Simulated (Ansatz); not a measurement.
Reaction (ligand exchange at a Ti–S bond): `[F][Ti]([F])([F])[SH]` + HI → `[F][Ti]([F])([F])[I]` + H₂S

Isolated molecules relaxed with PBE0-D4/def2-TZVP in Ansatz; ΔE leaves out vibrations. CBS: MP2 limit from def2 TZ/QZ plus the TZ coupled-cluster correction, frozen cores. This one scheme is used for every species. DFT in def2-TZVPP. def2 core potentials past Kr. For I, Ti outer-core shells are correlated without core-valence functions, which leaves a few kJ/mol of doubt a bond. Scalar relativity is left out up to krypton. One conformer a species, not always the lowest.

```csv
species,BLYP energy (Eh)
`[F][Ti]([F])([F])[SH]`,-1548.24133
HI,-298.25099
`[F][Ti]([F])([F])[I]`,-1447.10989
H₂S,-399.39936
```

(1) Work out ΔE.

Largest T1 diagnostic among the species: 0.025, so the coupled-cluster value is less sure than usual.

Results:

(1) ΔE = (-1447.10989) + (-399.39936) − (-1548.24133) − (-298.25099) = -0.01693 Eh = -44.4 kJ/mol. CCSD(T)/CBS gives -47.9 kJ/mol.

Leaving LDA and LC-ωPBE aside and taking each functional with its dispersion term where it has one, the values, not all of them listed here, spread over 9.5 kJ/mol, from PBE-QIDH to B97M-V.
